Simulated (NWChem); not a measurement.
System: SnCl₂, singlet; SMILES [Cl][Sn][Cl]

Input file for NWChem:

```
start job
memory heap 200 mb stack 900 mb global 1100 mb
geometry units angstroms noautosym nocenter noautoz
  Sn     0.000000     0.000000     0.633027
  Cl    -1.844009     0.000000    -0.919961
  Cl     1.844009     0.000000    -0.919961
end
basis spherical
  Sn library def2-svp
  Cl library def2-svp
end
ecp
  Sn library def2-ecp
end
dft
  xc b3lyp
  iterations 150
end
property
  response 1 0.0
end
task dft property
```

Output (shortened):

```
             Northwest Computational Chemistry Package (NWChem) 7.3.0
             --------------------------------------------------------

                             Geometry "geometry" -> ""
                             -------------------------

 Output coordinates in angstroms (scale by  1.889725989 to convert to a.u.)

  No.       Tag          Charge          X              Y              Z
 ---- ---------------- ---------- -------------- -------------- --------------
    1 Sn                  50.0000     0.00000000     0.00000000     0.63302700
    2 Cl                  17.0000    -1.84400900     0.00000000    -0.91996100
    3 Cl                  17.0000     1.84400900     0.00000000    -0.91996100

 Effective nuclear repulsion energy (a.u.)     414.6160935735

                                 NWChem DFT Module
                                 -----------------

 Summary of "ao basis" -> "ao basis" (spherical)
 ------------------------------------------------------------------------------
       Tag                 Description            Shells   Functions and Types
 ---------------- ------------------------------  ------  ---------------------
 Sn                         def2-svp                10       26   4s4p2d
 Cl                         def2-svp                 8       18   4s3p1d

            General Information
            -------------------
          SCF calculation type: DFT
          Wavefunction type:  closed shell.
          No. of atoms     :     3
          No. of electrons :    56
           Alpha electrons :    28
            Beta electrons :    28
          Charge           :     0
          Spin multiplicity:     1
          Use of symmetry is: off; symmetry adaption is: off
          Maximum number of iterations: 150
          AO basis - number of functions:    62
                     number of shells:    26
          Convergence on energy requested:  1.00D-06
          Convergence on density requested:  1.00D-05
          Convergence on gradient requested:  5.00D-04

              XC Information
              --------------
                         B3LYP Method XC Potential
                     Hartree-Fock (Exact) Exchange  0.200
                        Slater Exchange Functional  0.800 local
                    Becke 1988 Exchange Functional  0.720 non-local
              Lee-Yang-Parr Correlation Functional  0.810
                  VWN I RPA Correlation Functional  0.190 local

             Grid Information
             ----------------
          Grid used for XC integration:  medium
          Radial quadrature: Mura-Knowles
          Angular quadrature: Lebedev.
          Tag              B.-S. Rad. Rad. Pts. Rad. Cut. Ang. Pts.
          ---              ---------- --------- --------- ---------
          Sn                  1.45      123           8.0       590
          Cl                  1.00       88          10.0       590
          Grid pruning is: on
          Number of quadrature shells:   299
          Spatial weights used:  Erf1

      Superposition of Atomic Density Guess
      -------------------------------------

 Sum of atomic energies:       -1167.74278141

      Non-variational initial energy
      ------------------------------

 Total energy =   -1132.019440
 1-e energy   =   -2056.628854
 2-e energy   =     718.956634
 HOMO         =      -0.298973
 LUMO         =      -0.048468

   convergence    iter        energy       DeltaE   RMS-Dens  Diis-err
 ---------------- ----- ----------------- --------- --------- ---------
 d= 0,ls=0.0,diis     1  -1134.5440256441 -1.34D+03  2.99D-02  4.26D-01
 d= 0,ls=0.0,diis     2  -1134.4063943017  1.38D-01  1.74D-02  1.18D+00
 d= 0,ls=0.0,diis     3  -1134.6170423253 -2.11D-01  1.79D-03  1.33D-02
 d= 0,ls=0.0,diis     4  -1134.6188530934 -1.81D-03  4.66D-04  9.20D-04
 d= 0,ls=0.0,diis     5  -1134.6189803752 -1.27D-04  9.67D-05  2.70D-05
  Resetting Diis
 d= 0,ls=0.0,diis     6  -1134.6189840480 -3.67D-06  1.95D-05  1.33D-06
 d= 0,ls=0.0,diis     7  -1134.6189843053 -2.57D-07  4.79D-06  2.44D-08

         Total DFT energy =    -1134.618984305340
      One electron energy =    -2058.018804453974
           Coulomb energy =      792.457437800117
    Exchange-Corr. energy =      -74.710398386579
 Nuclear repulsion energy =      205.652780735096

 Numeric. integr. density =       55.999999585955

                       DFT Final Molecular Orbital Analysis
                       ------------------------------------

 Vector   26  Occ=2.000000D+00  E=-3.058297D-01
              MO Center= -1.1D-06,  2.3D-09, -8.9D-01, r^2= 4.5D+00
   Bfn.  Coefficient  Atom+Function         Bfn.  Coefficient  Atom+Function
  ----- ------------  ---------------      ----- ------------  ---------------
    38      0.465883  2 Cl py                56     -0.465883  3 Cl py
    35      0.333997  2 Cl py                53     -0.333996  3 Cl py
    32      0.195974  2 Cl py                50     -0.195974  3 Cl py
    17      0.058325  1 Sn d -2              22     -0.054717  1 Sn d -2

[...]

 DFT Linear Response polarizability / au
 Frequency  =       0.0000000 / au
              X              Y              Z
 -----------------------------------------------
 X      70.3654149      0.0000000      0.0000001
 Y       0.0000000     34.6369824     -0.0000000
 Z       0.0000001     -0.0000000     55.5281205
 -----------------------------------------------
 Eigenvalues =      70.3654149     34.6369824     55.5281205
 Isotropic   =      53.5101726
 Anisotropic =      31.0894343
 -----------------------------------------------

 Magnetic Dipole Response Matrix (nonzero elements):

 Exiting AOResponse driver routine
```

Level: B3LYP/def2-SVP with def2 effective core potentials on Sn. Low-valent species are run as closed-shell singlets; no triplet was tried in these runs. The geometry was optimised at PBE-D3(BJ)/def2-SVP. def2 effective core potentials on Sn; no spin-orbit coupling.
